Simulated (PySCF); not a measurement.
An unknown is described by computed data only.

Elements present: C, H, N and P. Monoisotopic mass: 131.0864 u.

| Property | Result |
| --- | --- |
| Polarisability | 114.5 au [PBE0/def2-SVPD] |
| NMR, other nuclei | isotropic shieldings of nuclei other than C and H, by class: 225 (1 N), 343 (1 P) ppm [GIAO B3LYP/pcSseg-1] |
| UV, first state | lowest singlet excitation: 5.06 eV (245 nm, f = 0.120) [TDDFT PBE0/def2-SVPD] |
| Triplet | lowest triplet excitation (Tamm–Dancoff): 3.80 eV [TDA PBE0/def2-SVPD] |
| 13C NMR | chemical shifts (computed TMS as zero) by class: 151.5 (1 C), 126.3 (1 C), 65.2 (1 C), 46.8 (2 C), 10.6 (1 C) ppm [GIAO B3LYP/pcSseg-1] |
| Rotational structure | rotational constants A, B, C: 3.335, 0.854, 0.848 GHz [PBE0-D3(BJ)/def2-SVP] |
| 1H NMR | chemical shifts (computed TMS as zero) by class: 6.35 (1 H), 5.71 (1 H), 5.40 (1 H), 2.22 (6 H), 2.11 (2 H), 1.12 (3 H) ppm [GIAO B3LYP/pcSseg-1] |
| Dipole | 1.29 D [PBE0/def2-SVPD] |

Gas-phase values; electronic properties from PySCF, density fitting. Levels stand in brackets. NMR shifts are as computed; neighbouring signals can stand in another order in a measured spectrum. Isolated species at its PBE0-D3(BJ)/def2-SVP geometry (one conformer only). NMR values are class means; diastereotopic atoms form classes of their own.

Q: Which formula fits the mass and the elements?

A: C6H14NP (calculated 131.0864). No other formula that holds each of these elements comes within 0.0003 u with a fitting electron parity and a possible valence count.

Q: Propose a structure and show how it fits.

A: Numbering: `[CH2:1]=[CH:2][P:3]([CH3:4])[CH2:5][N:6]([CH3:7])[CH3:8]`. 6 carbons fall into 5 classes; from least to most shielded: alkene CH carbon [C2] (151.5 ppm), terminal =CH2 carbon [C1] (126.3 ppm), sp3 carbon bound to nitrogen [C5] (65.2 ppm), N-methyl carbon [C7/C8] (46.8 ppm, 2 C, up to 6.1 ppm apart in this geometry), sp3 carbon bound to phosphorus [C4] (10.6 ppm). Hydrogen classes from least to most shielded: 1 H on an alkene CH carbon, C2 (6.35 ppm), 1 H on a terminal =CH2 carbon, C1 (5.71 ppm), 1 H on a terminal =CH2 carbon, C1 (5.40 ppm), 6 H on 2 N-methyl carbons, C7/C8 (2.22 ppm, a mean of values up to 1.7 ppm apart in this geometry), 2 H on an sp3 carbon bound to nitrogen, C5 (2.11 ppm), 3 H on an sp3 carbon bound to phosphorus, C4 (1.12 ppm, a mean of values up to 0.9 ppm apart in this geometry). The other shieldings belong to: 225 ppm, tertiary amine nitrogen [N6]; 343 ppm, phosphine phosphorus [P3]. The optimised geometry has point group C1 and is an asymmetric top. Structure: `C=CP(C)CN(C)C`. The assignments are read from this structure; whether some other isomer fits the data as well wasn't checked.

Conformer computed: `[CH2:1]=[CH:2][P:3]([CH3:4])[CH2:5][N:6]([CH3:7])[CH3:8]`: C1–C2–P3–C4 -20°, C2–P3–C5–N6 177°, P3–C5–N6–C7 -159°.
